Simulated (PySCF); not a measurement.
Vertical excitations of a molecule C₄H₄F₂ from TDDFT-ωB97X/def2-SVPD run with PySCF 2.14.0, as energy in eV (oscillator strength): 6.25 (0.000), 6.58 (0.001), 6.63 (0.001), 8.07 (0.033), 8.16 (0.027), 9.27 (0.681), 9.56 (0.048), 9.62 (0.001), 9.67 (0.803), 9.88 (0.086). Lowest triplet (TDA): 5.21 eV. Coordinates come from a r2SCAN-D4/def2-SVP optimisation. Other conformers were not sampled.

Task: Which molecule gave these data?
(A) FC1=C[C@@H](F)C1
(B) FC1(F)C=CC1
(C) CC=C=C(F)F
(D) CC#CC(F)F

Result: D, CC#CC(F)F
